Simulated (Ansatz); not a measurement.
C₂H₆Mg (SMILES [CH3][Mg][CH3]), singlet, at a GFN2-xTB geometry (such geometries of metal compounds can be far from the true shape). Base run: R2SCAN/6-31G* in Ansatz (a quantum-chemistry and plane-wave program).

Ansatz was given this input:
Ansatz 0.2 input:
```yaml
crystal:
  periodic: [false, false, false]
  atoms:
    - {symbol: Mg, position_ang: [-0.01819889, 0.66989224, 0.10834056]}
    - {symbol: C, position_ang: [1.43542092, -0.14320832, -1.21160084]}
    - {symbol: H, position_ang: [1.86730763, -1.00768391, -0.70053360]}
    - {symbol: H, position_ang: [2.25335339, 0.50190837, -1.53163332]}
    - {symbol: H, position_ang: [0.92848128, -0.51145758, -2.10691079]}
    - {symbol: C, position_ang: [-1.41524937, -0.59434568, 1.09173900]}
    - {symbol: H, position_ang: [-1.51373670, -1.46845797, 0.44255515]}
    - {symbol: H, position_ang: [-2.41245308, -0.18855395, 1.26350581]}
    - {symbol: H, position_ang: [-1.02559520, -0.93913775, 2.05210105]}
basis:
  gaussian:
    orbitals: 6-31G*
hamiltonian:
  xc: r2scan
```

The base run was repeated with changes; each row names its change, and settings that it needs were set with it.

| change | E (Eh) |
|---|---|
| base | -279.75807 |
| functional = hf | ___ |
| functional = b3lyp | ___ |
| functional = pbe0 | -279.63321 |
| functional = hse06 | -279.62227 |
| functional = SVWN5 | ___ |
| functional = pbe | ___ |
| functional = wB97X-V | -279.78149 |
| functional = B97M-V | -279.79827 |
| functional = wB97M-V | -279.77022 |
| functional = blyp | -279.79443 |
| functional = revpbe | -279.77524 |
| functional = cam_b3lyp | -279.79065 |

Question: Fill in the missing entries.

Answer: 
- functional = hf, E (Eh): -278.77162
- functional = b3lyp, E (Eh): -279.87335
- functional = SVWN5, E (Eh): -278.11515
- functional = pbe, E (Eh): -279.59699

Totals shift with the method and basis; they matter in differences.
